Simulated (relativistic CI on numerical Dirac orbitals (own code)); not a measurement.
Calculated at this level of theory: Dirac-Coulomb-Breit CI, separate exchange-only KLI orbitals for each configuration, model QED (radiative potential, 1s self-energy scaled to tabulated hydrogen-like ionisation energies), valence Slater integrals scaled by 0.9, P86 correlation estimate, and configurations built on the next ion tied to the tabulated ionisation energy (semi-empirical) (own radial code, finite nucleus).

Configurations in the expansion (outside the closed core [Ar]): 3d10 4s, 3d10 4p, 3d10 4d, 3d10 5s, 3d10 4f, 3d10 5p, 3d10 5d, 3d9 4s2, 3d10 6s, 3d9 4p2, 3d10 5f, 3d10 5g, 3d10 6p, 3d8 4s 4p2, 3d10 6d, 3d9 4s 4p, 3d10 6f, 3d9 4p 4d, 3d8 4s 4d2, 3d9 4p 5s, 3d9 4p 4f, 3d9 4s 4d, 3d9 4d2, 3d8 4s 4f2. Levels of other configurations are missing.

Configurations that consist of the next ion and one excited electron were tied to the tabulated ionisation energy; Rydberg ones are usually within 1,000 to 3,000 cm⁻¹ and the lowest ones within about 6,000 (9,000 in d shells), while levels on excited terms of the next ion carry the error of that term, and the other configurations can be misplaced by 10,000 cm⁻¹ or more. Rates follow the energies as ν³ (E1, M1) or ν⁵ (E2), so rates, branching and lifetimes can be off by large factors.

Outline of the computed level scheme of Sr X. Lowest level of each configuration: 3d10 4s 2S_1/2 at 0.000 eV; 3d10 4p 2P°_1/2 at 22.690 eV; 3d10 4d 2D_3/2 at 58.444 eV; 3d10 5s 2S_1/2 at 83.170 eV; 3d10 4f 2F°_7/2 at 89.713 eV; 3d10 5p 2P°_1/2 at 92.075 eV; 3d10 5d 2D_3/2 at 107.211 eV; 3d9 4s2 2D_5/2 at 117.896 eV; 3d10 6s 2S_1/2 at 118.517 eV.

Some strong electric-dipole decays among the lowest 15 levels: 3d10 5s 2S_1/2 → 3d10 4p 2P°_3/2 (3.8e+10 s⁻¹); 3d10 4f 2F°_7/2 → 3d10 4d 2D_5/2 (3.0e+10 s⁻¹); 3d10 4d 2D_5/2 → 3d10 4p 2P°_3/2 (2.9e+10 s⁻¹); 3d10 4f 2F°_5/2 → 3d10 4d 2D_3/2 (2.9e+10 s⁻¹); 3d10 4d 2D_3/2 → 3d10 4p 2P°_1/2 (2.7e+10 s⁻¹); 3d10 6s 2S_1/2 → 3d10 4p 2P°_3/2 (1.9e+10 s⁻¹); 3d10 5s 2S_1/2 → 3d10 4p 2P°_1/2 (1.8e+10 s⁻¹); 3d10 5p 2P°_1/2 → 3d10 4d 2D_3/2 (1.6e+10 s⁻¹).

LS names give the leading component of a level, which can be under half, so a name can repeat, a term be missing and a line seem to break the LS rules.
